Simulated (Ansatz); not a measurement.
Start from `O=C[SiH2]BO` and change one atom or group to get `OB[SiH2][SiH2]F`.

Ansatz, PBE0-D4/def2-TZVP geometries, multiplicity 1. Each molecule was computed in one conformer, which needn't be the lowest.

```json
{"property": "HOMO–LUMO gap (PBE/def2-TZVPP) / eV", "`O=C[SiH2]BO`": "2.74"}
{"property": "size of the dipole moment (ωB97M-V/def2-TZVPP) / D", "`O=C[SiH2]BO`": "2.33"}
{"property": "size of the dipole moment (PBE/def2-TZVPP) / D", "`O=C[SiH2]BO`": "2.09"}
{"property": "LUMO energy (PBE0/def2-TZVPP) / eV", "`O=C[SiH2]BO`": "-2.01"}
{"property": "HOMO energy (PBE0/def2-TZVPP) / eV", "`O=C[SiH2]BO`": "-7.28"}
{"property": "HOMO energy (B3LYP/def2-TZVPP) / eV", "`O=C[SiH2]BO`": "-7.09"}
```

Question: Give the same properties after the change, and the shifts. (An estimate is asked.)

Answer: Ansatz gave: 
```csv
property,`OB[SiH2][SiH2]F`,shift
HOMO–LUMO gap (PBE/def2-TZVPP) / eV,4.23,1.49
size of the dipole moment (ωB97M-V/def2-TZVPP) / D,1.54,-0.79
size of the dipole moment (PBE/def2-TZVPP) / D,1.34,-0.75
LUMO energy (PBE0/def2-TZVPP) / eV,-1.31,0.70
HOMO energy (PBE0/def2-TZVPP) / eV,-7.67,-0.39
HOMO energy (B3LYP/def2-TZVPP) / eV,-7.49,-0.40
```

With PBE0 the HOMO falls by 0.39 eV and the LUMO rises by 0.70 eV, so the gap widens by about 1.09 eV. PBE moves the HOMO by -0.58 eV and ωB97M-V by -0.23 eV. Dipoles are sizes alone; their direction can turn.

B3LYP here is the variant with VWN-RPA as its local correlation; programs differ in this.
